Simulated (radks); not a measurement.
Values are calculated unless marked as measured or tabulated.
Task: V, configuration [Ar] 3d3 4s2. Code: a radial shooting solver on a logarithmic mesh with Libxc functionals. Model: scalar-relativistic Kohn-Sham, r2SCAN, spin-unpolarised, spherical densities, finite nucleus; meta-GGA in the generalised Kohn-Sham scheme; Fermi nuclear charge, rms radius 3.6002 fm; hard spherical wall at 15 bohr. Some entries of the table are withheld. Estimate them.

| orbital | occ. | eigenvalue (eV) | <r> (bohr) |
|---|---|---|---|
| 1s | 2 | -5386.095 | (1) |
| 2s | 2 | -610.7374 | 0.3074 |
| 2p | 6 | -508.6698 | 0.2738 |
| 3s | 2 | (2) | 0.9484 |
| 3p | 6 | -45.5229 | 1.017 |
| 3d | 3 | -5.0480 | 1.451 |
| 4s | 2 | -4.8783 | 3.366 |
| 4p | 0 | -1.2487 | (3) |
| 5s | 0 | 1.9329 | (4) |
| 4d | 0 | 2.7295 | (5) |

Result: 
(1) 1s <r> (bohr): 0.06645
(2) 3s eigenvalue (eV): -72.8612
(3) 4p <r> (bohr): 4.253
(4) 5s <r> (bohr): 8.065
(5) 4d <r> (bohr): 7.490
